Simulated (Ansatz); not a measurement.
Basis sets compared for (Br2Ga-mu-SH)2 (Ga₂H₂S₂Br₄). Total charge 0; singlet. Geometry r2SCAN-D4/def2-SVP. Ansatz on 2 threads of AMD EPYC 7R13 on a shared host and a share (18 GiB) of an NVIDIA H100 80GB HBM3; times are rough, and most runs start from earlier orbitals.

Cartesian coordinates in Å:
```
Ga 1.067 -0.105 1.229
Br 3.334 -0.095 0.974
Br 0.027 -0.266 3.270
S 0.164 1.771 0.051
Ga -0.577 0.126 -1.520
Br 0.727 0.272 -3.387
Br -2.872 0.142 -1.579
S 0.147 -1.757 -0.236
H -1.000 1.771 0.747
H -1.018 -1.859 0.452
```

Binding counts from free atoms (Ga doublet, Br doublet, S triplet, H doublet) in the same basis, without a counterpoise term.

```
           level  functions  energy (Eh)  HOMO (eV)  LUMO (eV)  binding per atom (eV)  wall time
 PBE-D4/def2-SVP        238  -14939.8370      -7.16      -2.61                   2.92      7.5 s
PBE0-D4/def2-SVP        238  -14940.3472      -8.49      -1.75                   2.89       18 s
```

Estimate the rows for PBE-D4/def2-TZVP, PBE0-D4/def2-TZVP (with forces).


| level | functions | energy (Eh) | HOMO (eV) | LUMO (eV) | binding per atom (eV) | wall time |
| --- | --- | --- | --- | --- | --- | --- |
| PBE-D4/def2-TZVP | 374 | -14941.8564 | -7.30 | -2.81 | 2.90 | 5.5 s |
| PBE0-D4/def2-TZVP (with forces) | 374 | -14942.3618 | -8.57 | -1.94 | 2.89 | 7.5 s |
